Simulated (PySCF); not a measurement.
# Xe⁺: ionisation energy

Xe⁺ [Kr] 4d10 5s2 5p5 (2P) → Xe²⁺ [Kr] 4d10 5s2 5p4 (3P), as a difference of total energies. Calculation: PySCF 2.14, in x2c-TZVPPall (8s6p4d2f, 60 functions); scalar relativity by spin-free X2C-1e. Correlated levels: valence and next inner shell: [Ar] 3d10 frozen. The calculations carry no spin-orbit coupling.

| method | ionisation energy (eV) | difference from reference (eV) |
| --- | --- | --- |
| UHF | 20.100 | -0.875 |
| MP2 (valence and next inner shell) | 20.909 | -0.066 |
| SCS-MP2 (valence and next inner shell) | 20.854 | -0.121 |
| CCSD (valence and next inner shell) | 20.855 | -0.120 |
| CCSD(T) (valence and next inner shell) | 20.890 | -0.085 |

Reference: 20.975 eV (semi-empirical (NIST evaluation); NIST Atomic Spectra Database, ionization energies).

The reference lies between the lowest fine-structure levels, while these numbers refer to the centres of the terms.

Errors of the correlated levels include the incompleteness of this basis and the frozen core.
